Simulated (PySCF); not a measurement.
Isomers of C5H4F2O2, mass 134.018 u with the commonest isotopes. Method used: CAM-B3LYP/def2-SVPD in PySCF (dipole) on a GFN2-xTB geometry, gas phase. One conformer each, none proved a minimum here; rigid rotors.

Problem. Order these by rotational constant B, largest first.
A. `[O:1]=[C:2]([F:3])[C@H:4]1[CH2:5][C@H:6]1[C:7](=[O:8])[F:9]` with O1–C2–C4–C5 -17°, C5–C6–C7–O8 10°
B. `[F:1][CH:2]([F:3])[O:4][c:5]1[cH:6][cH:7][o:8][cH:9]1` with F1–C2–O4–C5 78°, C2–O4–C5–C6 -15°
C. `[F:1][CH2:2][C:3]1=[C:4]([F:5])[O:6][CH:7]=[CH:8][O:9]1` with F1–C2–C3–C4 88°, C3–C4–O6–C7 12°, C4–O6–C7–C8 -12°, C7–C8–O9–C3 11°, C2–C3–O9–C8 166°
D. `[F:1][CH:2]([F:3])[O:4][c:5]1[cH:6][cH:7][cH:8][o:9]1` with F1–C2–O4–C5 -81°, C2–O4–C5–C6 180°

Solution. C (1480 MHz), A (1163 MHz), D (982.0 MHz), B (935.0 MHz).

Problem. Order these by radius of gyration √(Σ m r²/M), largest first.
A. `[F:1][CH2:2][C:3]1=[C:4]([F:5])[O:6][CH:7]=[CH:8][O:9]1` with F1–C2–C3–C4 88°, C3–C4–O6–C7 12°, C4–O6–C7–C8 -12°, C7–C8–O9–C3 11°, C2–C3–O9–C8 166°
B. `[F:1][CH:2]([F:3])[O:4][c:5]1[cH:6][cH:7][cH:8][o:9]1` with F1–C2–O4–C5 -81°, C2–O4–C5–C6 180°
C. `[F:1][CH:2]([F:3])[O:4][c:5]1[cH:6][cH:7][o:8][cH:9]1` with F1–C2–O4–C5 78°, C2–O4–C5–C6 -15°
D. `[O:1]=[C:2]([F:3])[C@H:4]1[CH2:5][C@H:6]1[C:7](=[O:8])[F:9]` with O1–C2–C4–C5 -17°, C5–C6–C7–O8 10°

Solution. C (2.168 Å), B (2.110 Å), D (2.021 Å), A (1.971 Å).

Problem. Order these by rotational constant A, smallest first.
A. `[O:1]=[C:2]([F:3])[C@H:4]1[CH2:5][C@H:6]1[C:7](=[O:8])[F:9]` with O1–C2–C4–C5 -17°, C5–C6–C7–O8 10°
B. `[O:1]=[C:2]([OH:3])[C@@:4]1([F:5])[CH2:6]/[C:7]1=[CH:8]/[F:9]` with O1–C2–O3–H -1°, O1–C2–C4–F5 -171°
C. `[F:1][CH:2]([F:3])[O:4][c:5]1[cH:6][cH:7][o:8][cH:9]1` with F1–C2–O4–C5 78°, C2–O4–C5–C6 -15°
D. `[F:1][CH2:2][C:3]1=[C:4]([F:5])[O:6][CH:7]=[CH:8][O:9]1` with F1–C2–C3–C4 88°, C3–C4–O6–C7 12°, C4–O6–C7–C8 -12°, C7–C8–O9–C3 11°, C2–C3–O9–C8 166°

Solution. B (2270 MHz), D (2530 MHz), A (2593 MHz), C (4856 MHz).

| SMILES | point group | Ia (u·Å²) | Ib (u·Å²) | Ic (u·Å²) | κ | μa (D) | μb (D) | μc (D) |
| --- | --- | --- | --- | --- | --- | --- | --- | --- |
| FC(F)Oc1ccoc1 | C1 | 104.08 | 540.51 | 615.53 | -0.94 | 1.88 | 0.91 | 1.44 |
| FC(F)Oc1ccco1 | C1 | 105.90 | 514.63 | 572.26 | -0.95 | 2.64 | 0.32 | 1.10 |
| O=C(F)[C@H]1C[C@H]1C(=O)F | near Cs | 194.90 | 434.50 | 465.52 | -0.90 | 0.08 | 5.10 | 1.27 |
| O=C(O)[C@@]1(F)C/C1=C/F | C1 | 222.62 | 427.58 | 451.15 | -0.89 | 0.09 | 0.82 | 1.27 |
| FCC1=C(F)OC=CO1 | C1 | 199.77 | 341.36 | 499.93 | -0.38 | 1.78 | 1.19 | 1.06 |
